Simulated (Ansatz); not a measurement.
Consider the redistribution: `CCBCC` + `[F][In]([F])[O][SiH3]` → `CCBO[SiH3]` + `C[CH2][In]([F])[F]`.

Program: Ansatz. Geometries: PBE0-D4/def2-TZVP. ΔE: electronic, gas phase. CBS: MP2 limit from def2 TZ/QZ plus the TZ coupled-cluster correction, frozen cores. DFT in def2-TZVPP. Elements past krypton have def2 core potentials. For In outer-core shells are correlated without core-valence functions, which leaves a few kJ/mol of doubt a bond. One conformer a species, not always the lowest.

`CCBCC`:

```xyz
16

C     1.607   -0.860    1.923
C     0.613   -1.042    0.783
B    -0.023    0.240    0.168
C    -0.554    0.286   -1.297
C    -1.640    1.304   -1.624
H     1.187   -0.234    2.714
H     1.902   -1.812    2.371
H     2.519   -0.367    1.574
H     1.010   -1.709    0.008
H    -0.279   -1.577    1.161
H    -0.107    1.233    0.849
H     0.363    0.537   -1.862
H    -0.821   -0.714   -1.661
H    -1.346    2.307   -1.303
H    -2.573    1.063   -1.109
H    -1.859    1.346   -2.694
```

`[F][In]([F])[O][SiH3]`:

Z-matrix (Å, degrees):
```
Si
O 1 1.643
H 1 1.484 2 107.7
H 1 1.489 2 110.9 3 -119.8
H 1 1.488 2 110.8 3 119.8
In 2 1.942 1 136.2 3 175.5
F 6 1.921 2 121.4 1 -179.8
F 6 1.928 2 121.9 1 0.1
```

`CCBO[SiH3]`:

```xyz
14

C    -1.764    0.241    1.716
C    -0.345   -0.151    1.321
B    -0.053   -0.155   -0.215
O     1.214    0.021   -0.667
Si    1.859    0.018   -2.189
H    -1.932    0.140    2.791
H    -2.503   -0.381    1.205
H    -1.979    1.279    1.449
H    -0.146   -1.183    1.652
H     0.400    0.458    1.845
H    -0.930   -0.347   -1.025
H     0.796   -0.204   -3.203
H     2.868   -1.066   -2.264
H     2.515    1.328   -2.417
```

`C[CH2][In]([F])[F]`:

Z-matrix (Å, degrees):
```
C
C 1 1.520
H 1 1.091 2 112.1
H 1 1.091 2 112.1 3 -120.8
H 1 1.094 2 110.2 3 119.6
In 2 2.137 1 114.1 3 60.4
H 2 1.092 1 112.1 3 -59.5
H 2 1.092 1 112.1 3 -179.7
F 6 1.945 2 128.6 1 -179.2
F 6 1.948 2 125.0 1 0.8
```

```tsv
level	ΔE (kJ/mol)
BLYP-D4	-121.4
BLYP	-121.7
LC-ωPBE	-106.8
HF/CBS(def2)	-100.9
```

(1) What does CCSD(T)/CBS give? (An estimate is asked.)

Largest T1 diagnostic among the species: 0.017.

## Answers

(1) Computed: -110.7 kJ/mol. The listed levels differ from it by -10.7, -11.0, 3.9, 9.8 kJ/mol.

In def2-TZVPP, CCSD(T) changes the Hartree–Fock value by −9.3 kJ/mol (the triples alone add −0.4 kJ/mol) and MP2 by −11.7 kJ/mol. From BLYP to BHLYP (50 % exact exchange), in def2-TZVPP and without D4, ΔE moves by +5.5 kJ/mol.
